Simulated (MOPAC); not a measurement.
A run for MOPAC: PM6 on BiBrH2 (SMILES [Br][BiH2]), a point of a bond scan (R = 3.602 Å).

```
PM6 1SCF PRECISE CHARGE=0 THREADS=1
BiBrH2

Bi    -0.43377418 1    -0.48629616 1     0.40451161 1
H     -3.36348614 1     0.17306748 1    -1.58520933 1
H     -0.03488637 1    -1.88034559 1    -0.66401785 1
Br     1.08390780 1     1.21141547 1    -0.92343133 1
```

Output:

```
*******************************************************************************
 **                                                                           **
 **                              MOPAC v23.2.5                                **
 **                                                                           **
 *******************************************************************************
 ** MOPAC's Digital Object Identifier: https://doi.org/10.5281/zenodo.6511958 **
 **                                                                           **
 ** Please cite the open-source release paper for use of this MOPAC version:  **
 ** J. E. Moussa and J. J. P. Stewart (2026)                                  **
 ** MOPAC: An open-source semiempirical molecular orbital program             **
 ** J. Open Source Softw., 11(119), 8025, https://doi.org/10.21105/joss.08025 **
 *******************************************************************************

                              PM6 CALCULATION RESULTS

 *******************************************************************************
 *  PM6        - The PM6 Hamiltonian to be used
 *
 *
 *
 *                 CHARGE ON SYSTEM = 0
 *
 *
 *
 *  PRECISE    - TIGHTER CRITERIA TO BE USED
 *  1SCF       - DO 1 SCF AND THEN STOP
 *  THREADS=1  - MULTI-THREADING NOT USED
 *  T=         - A TIME OF 172800.0 SECONDS REQUESTED
 *  DUMP=N     - RESTART FILE WRITTEN EVERY 7200.0 SECONDS REQUESTED
 *******************************************************************************
PM6 1SCF PRECISE CHARGE=0 THREADS=1
 BiBrH2

   ATOM   CHEMICAL          X               Y               Z
  NUMBER   SYMBOL      (ANGSTROMS)     (ANGSTROMS)     (ANGSTROMS)

     1      Bi         -0.43377418  *  -0.48629616  *   0.40451161  *
     2       H         -3.36348614  *   0.17306748  *  -1.58520933  *
     3       H         -0.03488637  *  -1.88034559  *  -0.66401785  *
     4      Br          1.08390780  *   1.21141547  *  -0.92343133  *



          CARTESIAN COORDINATES

    NO.       ATOM           X           Y           Z

     1        Bi         -0.4338     -0.4863      0.4045
     2         H         -3.3635      0.1731     -1.5852
     3         H         -0.0349     -1.8803     -0.6640
     4        Br          1.0839      1.2114     -0.9234

 General Reference for PM6:
 "Optimization of Parameters for Semiempirical Methods V: Modification of NDDO Approximations
 and Application to 70 Elements", J. J. P. Stewart, J. Mol. Mod., 13, 1173-1213 (2007)
 URL: https://link.springer.com/article/10.1007/s00894-007-0233-4

           Empirical Formula: H2 Bi Br  =     4 atoms



      MOLECULAR POINT GROUP   :   C1


      RHF CALCULATION, NO. OF DOUBLY OCCUPIED LEVELS = 7



 ALL CONVERGERS ARE NOW FORCED ON
 SHIFT=10, PULAY ON, CAMP-KING ON
 AND ITERATION COUNTER RESET



 -------------------------------------------------------------------------------
 PM6 1SCF PRECISE CHARGE=0 THREADS=1
 BiBrH2



     1SCF WAS SPECIFIED, SO BFGS WAS NOT USED
     SCF FIELD WAS ACHIEVED


                              PM6 CALCULATION
                                                       MOPAC v23.2.5 Linux




          FINAL HEAT OF FORMATION =        125.66944 KCAL/MOL =     525.80094 KJ/MOL


          COSMO AREA              =        127.47 SQUARE ANGSTROMS
          COSMO VOLUME            =        115.77 CUBIC ANGSTROMS

          IONIZATION POTENTIAL    =          7.108676 EV
          HOMO LUMO ENERGIES (EV) =         -7.109 -2.058
          NO. OF FILLED LEVELS    =          7
          MOLECULAR WEIGHT        =        290.9002         POINT GROUP:  C1

          MOLECULAR DIMENSIONS (Angstroms)

            Atom       Atom       Distance
           Br     4    H     2     4.61470
            H     3    H     2     2.80390
           Bi     1    H     3     1.31503


          SCF CALCULATIONS        =          1





   ATOM   CHEMICAL          X               Y               Z
  NUMBER   SYMBOL      (ANGSTROMS)     (ANGSTROMS)     (ANGSTROMS)

     1      Bi         -0.43377418  *  -0.48629616  *   0.40451161  *
     2       H         -3.36348614  *   0.17306748  *  -1.58520933  *
     3       H         -0.03488637  *  -1.88034559  *  -0.66401785  *
     4      Br          1.08390780  *   1.21141547  *  -0.92343133  *

                             CARTESIAN COORDINATES

   1   Bi       -0.433774180    -0.486296160     0.404511610
   2    H       -3.363486140     0.173067480    -1.585209330
   3    H       -0.034886370    -1.880345590    -0.664017850
   4   Br        1.083907800     1.211415470    -0.923431330


           Empirical Formula: H2 Bi Br  =     4 atoms



      MOLECULAR POINT GROUP   :   C1


                  EIGENVALUES
 -27.37783 -20.42034 -12.47748 -11.05534 -10.96401  -9.57534  -7.10868  -2.05847
  -0.24772   2.65345 115.36842 115.38674 115.52240 115.63610 115.63738


              NET ATOMIC CHARGES AND DIPOLE CONTRIBUTIONS

  ATOM NO.   TYPE          CHARGE      No. of ELECS.   s-Pop       p-Pop       d-Pop
    1         Bi           0.270217        4.7298     1.86575     2.86403
    2          H           0.077652        0.9223     0.92235
    3          H          -0.007615        1.0076     1.00761
    4         Br          -0.340254        7.3403     1.97732     5.35663     0.00630
 DIPOLE           X         Y         Z       TOTAL
 POINT-CHG.    -3.588    -2.478     1.467     4.600
 HYBRID         0.651    -0.126    -1.013     1.211
 SUM           -2.936    -2.604     0.455     3.951


          ATOMIC ORBITAL ELECTRON POPULATIONS

     Atom    s        px        py        pz      x^2-y^2     xz        z^2       yz        xy
    1 Bi   1.86575   0.98623   0.80406   1.07374
    2  H   0.92235
    3  H   1.00761
    4 Br   1.97732   1.76979   1.75543   1.83141   0.00067   0.00144   0.00053   0.00164   0.00201

 **********************
 *                    *
 * JOB ENDED NORMALLY *
 *                    *
 **********************




 == MOPAC DONE ==
```

The run finished.

Cost: around 0.21 core-seconds (rough).
